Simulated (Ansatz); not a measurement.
A nudged elastic band was laid between two geometries of CH₄SiSn (7 atoms, charge 0, multiplicity 1).

Computed with RKS B3LYP-D4/def2-TZVP in Ansatz.

```yaml
movable_images: 5
climbing_image: yes
spring: 5.0 eV/Å²
optimiser: quadratic models (default)
start_path: through a guess of the saddle point
force_threshold: 0.05 eV/Å
iteration_limit: 60
end_points: relaxed
```

Initial state:

```xyz
7
Properties=species:S:1:pos:R:3
C -1.224 0.183 -0.552
Si -1.602 -1.260 -1.338
Sn 0.730 0.007 0.377
H -1.638 1.165 -0.362
H 1.767 1.204 -0.277
H 0.566 0.243 2.066
H 1.401 -1.543 0.085
```

Final state:

```xyz
7
Properties=species:S:1:pos:R:3
C -1.274 -0.080 -0.455
Si -1.254 0.561 -2.014
Sn 0.728 -0.004 0.381
H -1.958 -0.515 0.262
H 1.827 0.680 -0.742
H 0.702 0.954 1.802
H 1.230 -1.596 0.766
```

**Question.** Which bonds break or form, and what moves?

**Answer.** No bond is made or broken. The dihedral Si2–C1–Sn3–H7 goes from 0 to -120°. The two ends are copies of one structure, up to a mirror image or an exchange of like atoms.

**Question.** Give the energies along the band, and the barrier.

**Answer.** It converged. The highest image is number 2 of 0 to 6, 0.065 eV above the ends, which have the same energy within 2 meV. A vibrational analysis at the climbing image gives one clearly imaginary mode, 114i cm⁻¹: a first-order saddle point.

| image | path coordinate (Å) | energy (eV) | dihedral Si2–C1–Sn3–H7 (°) |
| --- | --- | --- | --- |
| 0 | 0.00 | 0.000 | 0 |
| 1 | 0.79 | 0.034 | -30 |
| 2 | 1.58 | 0.065 | -60 |
| 3 | 1.99 | 0.057 | -76 |
| 4 | 2.40 | 0.035 | -91 |
| 5 | 2.81 | 0.011 | -106 |
| 6 | 3.22 | 0.000 | -120 |

**Question.** What is the geometry of the highest image?

**Answer.** 
```xyz
7
Properties=species:S:1:pos:R:3:forces:R:3
C -1.203 0.079 -0.621 -0.03 0.00 -0.01
Si -1.087 -0.515 -2.193 0.01 0.00 0.00
Sn 0.694 -0.012 0.449 0.01 0.00 0.01
H -1.946 0.504 0.043 0.01 0.00 0.01
H 1.911 0.949 -0.281 0.00 0.00 0.00
H 0.338 0.605 2.004 0.00 0.00 0.00
H 1.294 -1.611 0.598 0.00 0.00 0.00
```

**Question.** What are the harmonic wavenumbers there?

**Answer.** 114i, 78, 431, 458, 463, 526, 699, 718, 726, 821, 1070, 1905, 1911, 1922, 3190 cm⁻¹.

The run took 11 min on 2 threads of Arm Neoverse V2, on a shared host, peak memory 0.31 GiB.
